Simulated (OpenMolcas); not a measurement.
## Levels of Pt III by method

| Item | Value |
| --- | --- |
| Program | OpenMolcas 26.06 |
| Basis | ANO-RCC-VTZP [8s7p5d3f1g] |
| Scalar Hamiltonian | DKH2, point nucleus |
| Active space | 8 electrons in 10 orbitals (5d 6d) |
| State averaging | 2S+1 = 3 even, 10 roots; 2S+1 = 1 even, 15 roots |
| Spin-orbit coupling | RASSI with atomic mean-field integrals over the reference wave functions, term energies averaged over their components |

Methods on the same reference wave functions:
A. CASSCF
B. SS-CASPT2, IPEA 0.25 Eh, imaginary shift 0.1 Eh (closed shells correlated: 5s 5p)
C. XMS-CASPT2, IPEA 0.25 Eh, imaginary shift 0.1 Eh (closed shells correlated: 5s 5p)

Energies in cm-1 above 5d8 3F4, the measured ground level; measured values from NIST levels as listed in McCann et al., Mon. Not. R. Astron. Soc. 538, 537 (2025).

```csv
Level,A,B,C,Measured
5d8 3F4,0.0,0.0,0.0,0.0
5d8 3F3,9874,9980,9990,9752
5d8 3P2 [51 %],17362,15620,15510,
5d8 3P0,20393,16620,16500,14939
5d8 3P1,22595,19200,18970,16782
5d8 1G4,25622,22970,22850,21331
5d8 1S0,54771,49040,49470,
```

Deviations, from unrounded energies. A percentage is the sum of absolute deviations over the sum of measured energies, with the sign that they share, or ± where signs differ.

| Against measurement | Levels | A | B | C |
| --- | --- | --- | --- | --- |
| mean absolute deviation (cm-1) | 4 | 3900 | 1500 | 1400 |
| fine structure of the ground term (%) | 1 | +1.3 | +2.4 | +2.4 |
| other terms of the ground configuration (%) | 3 | +29.3 | +10.8 | +9.9 |

C lies closest to measurement on these levels and A furthest from it. The largest miss of C in the table is 5d8 3P1, by +2200 cm-1. The ranking rests on the paired levels alone, and a cruder setting can come out closer through cancelling errors.

Between B and C the level of the table that moves most is 5d8 1S0, by 430 cm-1 (lowest in B, highest in C). Moves below CASPT2's spread within the term are not significant.

The mean deviations of B to C differ by less than CASPT2's widest spread within a term (1100 cm-1), so their order carries little weight.

From A to B the spin-free energies of the other terms of 5d8 shown, above 3F, scale by factors of 0.72 to 0.85, as is usual when dynamic correlation screens the repulsion within a d or f shell.

The lowest spin-free term lies below A's lowest term by 0.393 hartree in B, 0.396 hartree in C.

CASPT2 breaks the degeneracy within a term, and the mean is taken; among the terms shown or strongly mixed into the levels shown the widest spread is 1100 cm-1 (5d8 3F, C). Active for correlation alone: 6d; no level in the range computed is led by a configuration that fills it, so any true level of that kind is missing. Without dynamic correlation excited terms often stand tens of per cent too high (terms of higher spin than the ground term too low), and those without a measured partner can miss by more than the paired ones (holds for A). Computed and measured levels are paired by configuration, term and J; levels that our copy of the source lacks, or whose pairing is in doubt (as where it misses far off the trend of its configuration), stay unpaired and out of the deviations. Levels of configurations outside the active space are missing. Levels that lie high or do not pair safely by name in every column are left out.

A share in square brackets marks a mixed level and gives the weight of the term that names it, the lowest over the columns.
